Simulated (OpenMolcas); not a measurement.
Mo3+: moving or changing the point charges

Mo3+ among 6 point charges of -1 e arranged as a trigonal antiprism (D3d), 2.19 Å from the ion, with a polar angle of 50.9° against the regular 54.74°.

| Property | Result |
| --- | --- |
| Program | OpenMolcas |
| Method | CASSCF |
| Basis | ANO-RCC-VDZP [6s5p3d1f] |
| Scalar Hamiltonian | DKH2, point nucleus |
| Active space | 3 electrons in 5 orbitals (4d) |
| State averaging | 2S+1 = 4 even, 10 roots; 2S+1 = 2 even, 40 roots |
| Spin-orbit coupling | RASSI with atomic mean-field integrals over the reference wave functions |

Runs around this geometry, states (labels of D3, the rotations of D3d). Energies in cm-1 above the lowest state or level, χT in cm3 K/mol.

```csv
R (Å),q (e),Polar angle / regular,Ground state,First state of that spin,First gap with spin-orbit (degeneracies),χT at 300 K,First state of another spin
2.19,-1,0.86,4A2,4E 4479,"162.7 (2, 2)",1.164,2E 14154
2.19,-0.65,0.93,4A2,4E 3051,"113.5 (2, 2)",0.947,2E 14297
2.01,-1,0.93,4A2,4E 6943,"60.7 (2, 2)",1.407,2E 14405
2.19,-1,0.93,4A2,4E 4713,"87.6 (2, 2)",1.210,2E 14384
2.28,-1,0.93,4A2,4E 3914,"103.9 (2, 2)",1.100,2E 14348
```

Taking the first state of the same spin as R^-n, n = -ln(3914 / 6943) / ln(2.28 / 2.01) = 4.5 between the shortest and longest distance.

Scaling the charges by -0.65 / -1 = 0.65 scales the first state of the same spin by 3051 / 4713 = 0.65; with fixed orbitals a first-order splitting would follow the charge.

Without dynamic correlation the repulsion within the d shell is too large (B by tens of per cent), so at a given field states of lower spin stand too high. This is an electrostatic model: the charges have no orbitals. No measured value stands beside these numbers.
